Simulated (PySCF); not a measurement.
Species: C6H9NS.
Cartesian coordinates in Å at the PBE0-D3(BJ)/def2-SVP level; atoms count from 1:
```
atom  x, y, z in Å
N1     1.5542   -0.9003    2.6589
C2     1.2402   -0.6351    1.5759
C3     0.8400   -0.2812    0.2177
S4     2.2789   -0.5137   -0.9029
C5    -0.2928   -1.2190   -0.2974
C6    -1.5594   -0.3741   -0.2254
C7    -1.0635    1.0130   -0.6173
C8     0.2370    1.1548    0.1692
H9     3.1265    0.3041   -0.2397
H10   -0.0785   -1.4763   -1.3473
H11   -0.3358   -2.1590    0.2688
H12   -2.3577   -0.7591   -0.8769
H13   -1.9527   -0.3593    0.8050
H14   -1.7795    1.8180   -0.3962
H15   -0.8557    1.0426   -1.6999
H16    0.9468    1.8652   -0.2749
H17    0.0275    1.4914    1.1963
```

Level: wB97X-D/def2-SVPD in PySCF, non-relativistic, on one gas-phase PBE0-D3(BJ)/def2-SVP geometry that isn't relaxed in the solvent. The solvent is an IEF-PCM continuum (van der Waals radii × 1.2), and excitations are vertical TDDFT with non-equilibrium linear response and a frozen core. Only the electrostatic response of the medium enters.

```tsv
run	E − E(gas) (kJ/mol)	HOMO (eV)	HOMO–LUMO gap (eV)	dipole (D)	lowest singlet (eV)	static polarisability (au)
gas	0.00	-9.32	10.54	3.91	5.37	91.0
P	-23.04	-9.26	10.53	4.72	5.40	114.9
Q	-31.56	-9.25	10.52	5.02	5.42	126.8
```

Task: The runs were made in acetonitrile and chloroform. Which run belongs to which solvent?

Result: P = chloroform, Q = acetonitrile. The dielectric constants are 4.711 (chloroform), 35.69 (acetonitrile), and the energy falls further as ε rises. The optical constants n² used for the excitations are 2.09, 1.81 in the same order. In this model the ground state sees the solvent through ε alone.

Task: How constant is the ratio of the lowering to (ε − 1)/(2ε + 1)?

Result: 
```json
{"solvent": "chloroform", "(ε − 1)/(2ε + 1)": "0.356", "E − E(gas) (kJ/mol)": "-23.04", "ratio (kJ/mol)": "-64.7", "polarisation term (kJ/mol)": "-26.29"}
{"solvent": "acetonitrile", "(ε − 1)/(2ε + 1)": "0.479", "E − E(gas) (kJ/mol)": "-31.56", "ratio (kJ/mol)": "-65.8", "polarisation term (kJ/mol)": "-37.77"}
```

The ratio changes by +1.8 % in size from chloroform to acetonitrile. The polarisation term is half the interaction of the solute with the induced surface charges.

wB97X-D is run here without its empirical dispersion term; that term would change no orbital, density or response property at a fixed geometry.
